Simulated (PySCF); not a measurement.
**Polarisability and C₆ of Ta²⁺ (tantalum, charge +2)**

[Xe] 4f14 5d2 6s1, high-spin 4F determinant (an excited configuration). All numbers are calculated (PySCF 2.14, scalar relativity through the core potential, in aug-cc-pVTZ-PP with ECP60MDF). Coupled (time-dependent) response in atomic units; α is the mean over directions.

```
method  mean α (bohr³)  C₆ (like pair)  S(−4)
  TPSS           27.21           184.4  367.3
 TPSSh           27.56           186.9  380.6
```

S(−4) is the Cauchy moment in α(ω) = α(0) + S(−4) ω² + …

Spin-orbit coupling is absent.

α(iu) at TPSS:

| u (hartree) | α(iu) (bohr³) |
| --- | --- |
| 0 | 27.21 |
| 0.0500 | 26.33 |
| 0.100 | 24.07 |
| 0.200 | 18.37 |
| 0.300 | 13.81 |
| 0.500 | 8.675 |
| 0.750 | 5.754 |
| 1.00 | 4.231 |
| 1.50 | 2.642 |
| 2.00 | 1.816 |
| 3.00 | 0.9973 |
| 5.00 | 0.4200 |

For an ion, C₆ is the dispersion term alone; charge-induced terms of lower order in 1/R come first.

Energies and moments cover only the electrons outside the core potential. Spin-orbit coupling, absent here, splits the open shell strongly.
